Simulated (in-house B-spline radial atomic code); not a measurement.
Radial electron density of Re8+, [Kr] 4d10 4f14 5s2 5p5. Level of theory: scalar-relativistic (X2C) r2SCAN0, spin-polarised, spherical fractional occupations, exact exchange averaged over the configuration, Fermi nucleus of rms radius 5.3698 fm; calculated with an all-electron radial atomic-structure program (B-spline basis).

One-electron X2C: radii and densities carry no picture-change correction, so inner-shell <1/r> comes out high (for 1s by about 2 % at Z = 33, 5 % at 54, 10 % at 75, 30 % at 118) and <r> low.

Columns: r (bohr), 4πr²n(r) (electrons per bohr), bar.

```
0.000327    2.885 #
0.000401    3.843 #
0.000492    5.104 ##
0.000604     6.76 ##
 0.00074    8.896 ###
0.000908    11.68 ####
 0.00111    15.18 #####
 0.00137    19.84 ######
 0.00168    25.52 ########
 0.00206    32.49 ##########
 0.00252    40.78 #############
 0.00309    50.57 ################
 0.00379     61.6 ####################
 0.00465    73.39 #######################
 0.00571    85.14 ###########################
   0.007    95.47 ##############################
 0.00858      103 #################################
  0.0105    106.3 ##################################
  0.0129    104.8 #################################
  0.0158    99.38 ################################
  0.0194    92.92 ##############################
  0.0238    90.39 #############################
  0.0292    96.27 ###############################
  0.0358    111.2 ###################################
   0.044    129.1 #########################################
  0.0539    138.5 ############################################
  0.0661    131.9 ##########################################
  0.0811    115.1 #####################################
  0.0995    105.6 ##################################
   0.122    114.3 ####################################
    0.15    126.7 ########################################
   0.184    116.7 #####################################
   0.225     86.5 ###########################
   0.276    66.13 #####################
   0.339    71.39 #######################
   0.416     78.8 #########################
    0.51    66.39 #####################
   0.625    43.18 ##############
   0.767    25.88 ########
   0.941    16.94 #####
    1.15    10.73 ###
    1.42    4.979 ##
    1.74    1.546 
    2.13   0.2865 
    2.61  0.02811 
     3.2 0.001284 
    3.93 2.262e-05
```

On this grid the curve has 4 maxima, near 0.0105, 0.0539, 0.15, 0.416 bohr.

The 4f down radial function P(r) = rR(r), positive near the nucleus:

```csv
r (bohr),P
0.0238,0.002214
0.0358,0.008905
0.0539,0.033
0.0811,0.1082
0.122,0.3002
0.184,0.6704
0.276,1.122
0.416,1.355
0.625,1.127
0.941,0.6335
1.42,0.2171
2.13,0.03624
3.2,0.001857
```
